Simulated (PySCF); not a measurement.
An unknown shows these calculated signals:

1H NMR (500 MHz, computed): δ 5.26 (s, 3H), 5.21 (t, 2H), 4.86 (s, 2H), 2.28 (m, 2H), 1.24 (t, 1H).

13C{1H} NMR (computed): δ 81.4 (C), 74.0 (CH), 7.7 (CH2).

PySCF 2.14 calculation with NMR shieldings at PBE0/pcSseg-1/GIAO and coordinates at the GFN2-xTB level; a single conformation, one averaged value for each set of equivalent atoms, relativity neglected, no solvent model.

Referencing at the same level of theory: 1H and 13C vs TMS.

Task: Which of these does the molecule contain: an S-methyl group, an aldehyde, an N-methyl group, a C≡C triple bond, a Si–H bond?

Result: 
- An S-methyl group: no.
- An aldehyde: no.
- An N-methyl group: no.
- A C≡C triple bond: yes (δC 74.0, 81.4; δH 1.24 (t)).
- A Si–H bond: yes (δH 5.21 (t)).

The data belong to SMILES C#CC[SiH2]O[SiH2]O[SiH3], C3H10O2Si3; they needn't prove each group on their own.

Carbon signals by region: 2 at 50–100 ppm, 1 below 50 ppm.

Shifts are as computed. Against solution values, carbons near 30 ppm lie about +3 ppm off and those near 130 ppm about +5 ppm. Of 1309 compounds with measured shifts, 239 miss one by over three times the rms of a fit or turn the order of signals round; such compounds aren't used in these exercises. Multiplicities follow the n + 1 count of equivalent neighbours, as no J values were calculated; m marks all less simple cases, F and P coupling included.
